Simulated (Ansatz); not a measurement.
Reaction (formal hydrolysis of the Sn–Cl bond): `FC(F)(F)C1=CC(C(F)(F)F)=[O+][Sn-]([Cl])[O]1` + H₂O → `[OH][Sn-]1[O]C(C(F)(F)F)=CC(C(F)(F)F)=[O+]1` + HCl

Computed with Ansatz on PBE0-D4/def2-TZVP structures; ΔE is electronic, products minus reactants. CCSD(T)/CBS adds triple-zeta CCSD(T) − MP2 to the extrapolated MP2 energy (def2 sets, frozen cores). This one scheme is used for every species. Functionals use def2-TZVPP. Elements past krypton have def2 core potentials. For Sn outer-core shells are correlated without core-valence functions, which leaves a few kJ/mol of doubt a bond. Each species was taken in one conformer, which may not be the lowest.

Q: Is it downhill or uphill in electronic energy at CCSD(T)/CBS, and by how much? (Best estimate.)

A: Ansatz gave: Uphill: ΔE = +0.76 eV.

Q: What do these levels give: PBE-D4, r2SCAN-D4, ωB97X-V, ωB97M-V, B2PLYP, PBE-QIDH, PBE, r2SCAN, CCSD(T)/def2-SVP, HF/def2-QZVPP, MP2/def2-QZVPP, SCS-MP2/def2-QZVPP? (Estimate.)

A: The calculation gave: PBE-D4 0.77, r2SCAN-D4 0.75, ωB97X-V 0.74, ωB97M-V 0.76, B2PLYP 0.73, PBE-QIDH 0.80, PBE 0.74, r2SCAN 0.74, CCSD(T)/def2-SVP 0.71, HF/def2-QZVPP 0.82, MP2/def2-QZVPP 0.78, SCS-MP2/def2-QZVPP 0.75 eV.

Largest T1 diagnostic among the species: 0.016.

In def2-TZVPP, CCSD(T) changes the Hartree–Fock value by −0.12 eV (the triples alone add −0.01 eV) and MP2 by −0.07 eV. The D4 term adds +0.04 eV with B3LYP and +0.03 eV with PBE0; it sums over pairs of atoms, weighted by their polarisabilities, and B3LYP, whose exchange is more repulsive, gets the larger term. From BLYP to BHLYP (50 % exact exchange), in def2-TZVPP and without D4, ΔE moves by +0.09 eV.

B3LYP here is the variant with VWN-RPA as its local correlation; programs differ in this.
